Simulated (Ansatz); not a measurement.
CH5OSSi (`CO[SiH]S`) radical. The species carries charge 0 and has multiplicity 2.

```xyz
9

C    -0.017   -1.559   -0.277
O     0.316   -0.322    0.315
Si   -0.488    1.079    0.005
S     0.629    2.747    0.710
H     0.819   -2.242   -0.121
H    -0.911   -1.989    0.184
H    -0.190   -1.459   -1.354
H    -0.601    1.280   -1.475
H     0.443    2.465    2.011
```

Q: What are the harmonic wavenumbers in cm⁻¹ at PBE0-D4/def2-TZVP (Ansatz, finite differences of forces, unscaled)? (An estimate is asked.)

A: Ansatz gave: 59, 76, 137, 200, 254, 509, 585, 747, 771, 843, 1135, 1178, 1206, 1477, 1492, 1498, 2145, 2707, 3021, 3087, 3128.

Q: Is this a minimum?

A: Yes, all 21 modes are real.

Q: Give the ideal-gas thermochemistry at 298.15 K and 1 bar (rigid rotor, harmonic oscillator; point group C1, symmetry number 1).

A: Zero-point energy 157.1 kJ/mol; H(298) − E = 177.5 kJ/mol; entropy 351.4 J/(mol·K), of which translation 165.4, rotation 108.6, vibration 71.6, electronic 5.8; G(298) − E = 72.7 kJ/mol. Modes under 100 cm⁻¹ are hindered rotations or soft bends, so the harmonic entropy is rough.

Q: And at 400, 500, 600, 800 and 1000 K?

A: 
```
T (K)  H − E (kJ/mol)  S (J/mol/K)  G − E (kJ/mol)
  400           187.9        381.3            35.4
  500           199.5        407.2            -4.1
  600           212.3        430.4           -46.0
  800           240.7        471.1          -136.2
 1000           272.0        506.0          -234.0
```
